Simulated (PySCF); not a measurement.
Dissociation curve of SMILES O=[SiH2] (H2OSi), singlet. The O1–Si2 bond (O1 also carries nothing else; Si2 carries H, H) is pulled apart rigidly from the PBE0/def2-TZVP optimised geometry. Each curve is given relative to its own lowest point near equilibrium.

| R / Å | A | B | C | D |
|---|---|---|---|---|
| 1.13 | 238.3 | 244.0 | 258.2 | 238.3 |
| 1.22 | 115.3 | 121.5 | 131.5 | 115.3 |
| 1.29 | 58.4 | 64.0 | 71.5 | 58.4 |
| 1.37 | 21.0 | 25.2 | 30.2 | 21.0 |
| 1.44 | 5.1 | 7.6 | 10.7 | 5.1 |
| 1.45 | 3.8 | 6.0 | 8.8 | 3.8 |
| 1.52 | 0.0 | 0.1 | 1.1 | 0.0 |
| 1.56 | 1.2 | 0.0 | 0.0 | 1.2 |
| 1.61 | 5.3 | 2.4 | 1.1 | 5.3 |
| 1.67 | 13.0 | 8.2 | 5.2 | 11.0 |
| 1.77 | 30.3 | 22.3 | 16.5 | 21.0 |
| 1.89 | 54.3 | 43.2 | 33.6 | 34.3 |
| 2.04 | 83.0 | 69.0 | 55.5 | 50.9 |
| 2.30 | 117.1 | 104.5 | 86.1 | 68.0 |
| 2.49 | 131.2 | 122.3 | 102.9 | 72.8 |
| 2.70 | 140.7 | 134.8 | 118.2 | 75.1 |
| 3.04 | 149.2 | 145.3 | 147.5 | 76.4 |
| 3.35 | 153.0 | 149.7 | 170.6 | 76.8 |
| 3.73 | 155.4 | 152.1 | 178.8 | 77.0 |
| 4.10 | 156.5 | 152.9 | 180.1 | 76.9 |
| 4.59 | 157.2 | 153.3 | 180.5 | 77.0 |
| 5.36 | 157.7 | 153.6 | 180.8 | 77.1 |

Energies in kcal/mol.

Question: Assign the columns to these levels of theory: CCSD(T) on RHF/cc-pVDZ, 6 core orbitals frozen run with PySCF; PySCF with RHF/cc-pVDZ; UHF/cc-pVDZ run with PySCF 2.14.0; unrestricted CAM-B3LYP/cc-pVDZ (PySCF).

Answer: A is RHF; B is UKS-CAM-B3LYP; C is RCCSD(T); D is UHF.

The restricted form behind RHF keeps the bonding electrons paired and can't separate into open-shell fragments. The unrestricted solution behind UKS-CAM-B3LYP, UHF changes between 2.04 and 2.30 Å, which can leave a kink. The unrestricted determinant behind UKS-CAM-B3LYP is spin-contaminated at 1.89 to 5.36 Å (<S²> up to 2.0, against 0.00 for a pure singlet). The T1 diagnostic of CCSD on the restricted reference of RCCSD(T) exceeds 0.045 at 1.89 to 3.04 Å. The unrestricted determinant behind UHF is spin-contaminated at 1.67 to 5.36 Å (<S²> up to 2.0, against 0.00 for a pure singlet).
